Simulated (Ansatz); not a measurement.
`FC(S)[TeH]` → C• + F• + 3 H• + S• + Te•  (atomization)

Calculated with Ansatz (gas phase, PBE0-D4/def2-TZVP geometries, no zero-point term in ΔE). CCSD(T)/CBS adds triple-zeta CCSD(T) − MP2 to the extrapolated MP2 energy (def2 sets, frozen cores). This one scheme is used for every species, atoms too. Functionals use def2-TZVPP. B3LYP here is the variant with VWN-RPA as its local correlation; programs differ in this. HSE06 is defined as in plane-wave codes. No spin–orbit coupling; open shells (•) take unrestricted orbitals. Spin–orbit coupling would lower the free atoms: a little for C, F, S; strongly for Te. def2 core potentials past Kr. Bonds to Te are less sure, by a few kJ/mol each and by 10 to 20 or more in all where they break to atoms, as the def2 sets lack core-valence functions. Each species was taken in one conformer, which may not be the lowest.

```tsv
level	ΔE (eV)	difference from CCSD(T)/CBS
revPBE-D4	21.78	-0.03
B2PLYP	21.25	-0.56
BLYP	21.38	-0.43
B3LYP	21.28	-0.53
HSE06	21.59	-0.22
CCSD/def2-SVP	19.43	-2.38
CCSD(T)/def2-SVP	19.78	-2.03
MP2/def2-TZVPP	21.40	-0.41
CCSD(T)/def2-TZVPP	20.95	-0.86
HF/CBS(def2)	13.98	-7.83
CCSD(T)/CBS	21.81	0
```

Largest T1 diagnostic among the species: 0.012.

In def2-TZVPP, CCSD(T) changes the Hartree–Fock value by +7.01 eV (the triples alone add +0.53 eV) and MP2 by +7.46 eV; breaking electron pairs costs correlation energy, which Hartree–Fock lacks. The D4 term adds +0.30 eV with B3LYP and +0.16 eV with PBE0; it sums over pairs of atoms, weighted by their polarisabilities, and B3LYP, whose exchange is more repulsive, gets the larger term. At CCSD(T), def2-SVP lies −2.03 eV from the extrapolated value and def2-TZVPP −0.86 eV: correlation converges slowly with the basis, and small sets miss more of it in the bonded molecule than in its fragments.

For atomizations the MP2-based limit and the directly extrapolated one differ by several kJ/mol either way, and by 10 to 25 for some Ge, Se and Sn compounds, so smaller differences from it don't rank the levels.
